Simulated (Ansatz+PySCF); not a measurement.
A calculation with PySCF 2.14.0.

```python
from pyscf import gto, scf, cc

mol = gto.M(atom="""
Be 0.000000 0.000000 0.000000
Be 1.220860 1.627820 3.524330
""", basis='sto-3g', charge=0, spin=0)
mf = scf.RHF(mol)
mf.kernel()
mycc = cc.CCSD(mf, frozen=None).run()
et = mycc.ccsd_t()
print(mf.e_tot, mycc.e_corr, et, mycc.e_tot + et)
```

The script is written out from the run's settings.

Output:

| Quantity | Value |
| --- | --- |
| Converged | yes |
| Reference energy | -28.70417 hartree |
| CCSD correlation energy | -0.10319 hartree |
| Triples correction | -0.00004 hartree |
| Total energy | -28.80740 hartree |
| Spin squared of the determinant | 0.000 |
